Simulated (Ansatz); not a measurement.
C₂H₇ClMoO₄, SMILES `C[O][Mo](=[O])([OH])([Cl])[O]C`. Total charge 0; spin multiplicity 1. Mo: def2 effective core potential.

Z-matrix (Å, degrees):
```
Mo
O 1 1.840
O 1 1.843 2 96.4
O 1 1.905 2 145.6 3 -86.9
O 1 1.658 2 105.4 3 107.7
Cl 1 2.367 2 84.1 3 -151.2
C 2 1.395 1 145.7 3 123.2
C 3 1.397 1 138.5 2 -124.5
H 4 0.961 1 116.8 2 -72.8
H 7 1.094 2 110.2 1 -89.5
H 7 1.092 2 108.8 1 150.3
H 7 1.095 2 109.4 1 30.6
H 8 1.096 3 109.0 1 -21.9
H 8 1.094 3 110.1 1 98.2
H 8 1.092 3 108.9 1 -141.8
```

(1) What are the harmonic wavenumbers in cm⁻¹ at PBE0-D4/def2-TZVP (Ansatz, finite differences of forces, unscaled)? (Estimate.)

(2) Is this a minimum?

(3) Give the ideal-gas thermochemistry at 298.15 K and 1 bar (rigid rotor, harmonic oscillator; point group C1, symmetry number 1).

(4) And at 400, 500, 600, 800 and 1000 K?

(5) Rotational constants (cm⁻¹)?

Results:

(1) Ansatz gave: 43, 53, 80, 100, 141, 157, 169, 255, 272, 297, 312, 325, 352, 364, 435, 579, 598, 677, 820, 1074, 1139, 1153, 1163, 1172, 1177, 1194, 1449, 1453, 1477, 1480, 1486, 1488, 3022, 3024, 3099, 3101, 3120, 3121, 3874.

(2) Yes, all 39 modes are real.

(3) Zero-point energy 270.9 kJ/mol; H(298) − E = 304.3 kJ/mol; entropy 457.4 J/(mol·K), of which translation 176.5, rotation 124.7, vibration 156.3; G(298) − E = 167.9 kJ/mol. Modes under 100 cm⁻¹ are hindered rotations or soft bends, so the harmonic entropy is rough.

(4) 
```tsv
T (K)	H − E (kJ/mol)	S (J/mol/K)	G − E (kJ/mol)
400	322.8	510.6	118.5
500	343.3	556.4	65.1
600	365.9	597.5	7.4
800	415.6	668.8	-119.5
1000	470.0	729.5	-259.4
```

(5) 0.05416, 0.03456, 0.02832.
